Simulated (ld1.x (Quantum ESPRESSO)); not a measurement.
# Ce: from the effect back to the setting (TM)

Base potential:

```json
{
  "Element": "Ce",
  "Generator": "ld1.x (Quantum ESPRESSO) 7.5",
  "Type": "norm-conserving Troullier–Martins (Kleinman–Bylander form)",
  "Functional": "PBE",
  "Relativity": "scalar-relativistic",
  "Frozen core": "[Xe]",
  "Valence charge": "4",
  "Reference configuration": "4f1 5d1 6s1.5 6p0.5",
  "Partial waves": "6s (bound): rc 2.70 bohr; 6p (bound): rc 4.20 bohr; 5d (bound): rc 2.30 bohr; 4f (bound): rc 1.35 bohr",
  "Local potential": "all-electron potential smoothed inside 3.55 bohr (lloc = -1)",
  "Core correction": "none"
}
```

Cutoffs, loose and tight: the cutoffs (Ry, on a coarse ladder) from which the occupation-weighted sum of valence levels, in a spherical-Bessel basis at the reference potential, stays within 10 and 1 mRy of its value at 400 Ry. They do not see the model core or the augmentation charge, which bear on the density cutoff. Test errors are all-electron minus pseudo excitation energies from the reference, over the configurations 4f1 5d1 6s2 6p0; 4f1 5d1 6s1 6p0; 4f1 5d1 6s0 6p0; 4f1 5d0 6s2 6p0; 4f1 5d1 6s1.5 6p0; 4f2 5d0 6s2 6p0; 4f1 5d1 6s0 6p2; variants that change the core or the reference have their own tests. The largest error is taken over the tests solved by every variant that gives reliable tests at all, those not shown here included: 4f1 5d1 6s0 6p0; 4f1 5d1 6s1 6p0; 4f1 5d1 6s2 6p0.

Only the scale of all radii (base = 1) is moved (4 further runs of the sweep failed or gave no value and are left out):

```csv
scale of all radii (base = 1),"cutoff, loose","cutoff, tight",bound ghosts,largest test error (meV)
0.82,230 Ry,260 Ry,"s, p",+303
1.09,140 Ry,160 Ry,none,+179
1.31,110 Ry,140 Ry,none,+154
1.39,100 Ry,110 Ry,none,+146
```

Question: One more run gave cutoff, loose: 160 Ry; cutoff, tight: 200 Ry; bound ghosts: s; largest test error (meV): +383 over the solved tests; 1 of 7 tests not solved or not reliable. Which value of the scale of all radii (base = 1) was used?

Answer: 0.99. The loose cutoff moves one way along this sweep, from 230 Ry at 0.82 to 100 Ry at 1.39, which places the run between 0.82 and 1.09.
